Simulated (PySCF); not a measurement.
Dissociation curve of SiS, singlet. Each curve is given relative to its own lowest point near equilibrium.

| R / Å | A | B | C | D |
|---|---|---|---|---|
| 1.45 | 199.2 | 195.2 | 240.2 | 240.2 |
| 1.53 | 121.2 | 118.8 | 154.0 | 154.0 |
| 1.64 | 53.8 | 52.9 | 76.6 | 76.6 |
| 1.73 | 22.7 | 22.5 | 38.4 | 38.4 |
| 1.82 | 6.4 | 6.5 | 15.9 | 15.9 |
| 1.86 | 2.7 | 2.8 | 9.6 | 9.6 |
| 1.93 | 0.0 | 0.0 | 2.7 | 2.7 |
| 1.97 | 0.3 | 0.1 | 0.7 | 0.7 |
| 2.05 | 3.8 | 3.2 | 0.0 | 0.0 |
| 2.12 | 9.3 | 8.2 | 2.0 | 2.0 |
| 2.26 | 24.5 | 22.1 | 10.8 | 10.8 |
| 2.42 | 45.2 | 41.0 | 25.0 | 25.0 |
| 2.59 | 67.7 | 61.5 | 41.7 | 42.0 |
| 2.89 | 102.2 | 90.3 | 67.0 | 71.9 |
| 3.22 | 127.7 | 110.7 | 86.3 | 100.5 |
| 3.51 | — | 122.2 | 98.0 | 120.8 |
| 3.91 | — | 130.9 | 107.2 | 141.8 |
| 4.29 | — | 135.1 | 111.8 | 155.7 |
| 4.71 | — | 137.6 | 114.5 | 165.9 |
| 5.21 | — | 139.1 | 116.1 | 171.0 |
| 5.83 | — | 139.9 | 117.1 | 173.8 |
| 6.74 | — | 140.3 | 117.3 | 175.5 |
| 7.79 | — | 140.4 | — | 176.3 |

Energies in kcal/mol.

**Question.** Match the curves with the methods CCSD on RHF/cc-pVTZ, 10 core orbitals frozen (PySCF); restricted B3LYP/3-21G run with PySCF 2.14.0; unrestricted B3LYP/cc-pVTZ (PySCF); unrestricted B3LYP/3-21G (PySCF).

**Answer.** A is RCCSD; B is UKS-B3LYP; C is UKS-B3LYP/3-21G; D is RKS-B3LYP/3-21G.

Dashes: no converged value, or the column stops at the first point that the program doubted or that broke a chosen test of continuity, which isn't proof of a fault.

The T1 diagnostic of CCSD on the restricted reference of RCCSD exceeds 0.045 at 2.42 to 3.51 Å. The restricted form behind RKS-B3LYP/3-21G keeps the bonding electrons paired and can't separate into open-shell fragments. The unrestricted determinant behind UKS-B3LYP is spin-contaminated at 2.59 to 7.79 Å (<S²> up to 2.0, against 0.00 for a pure singlet). The unrestricted solution behind UKS-B3LYP/3-21G changes between 6.74 and 7.79 Å, which can leave a kink. The unrestricted determinant behind UKS-B3LYP/3-21G is spin-contaminated at 2.59 to 6.74 Å (<S²> up to 2.0, against 0.00 for a pure singlet).
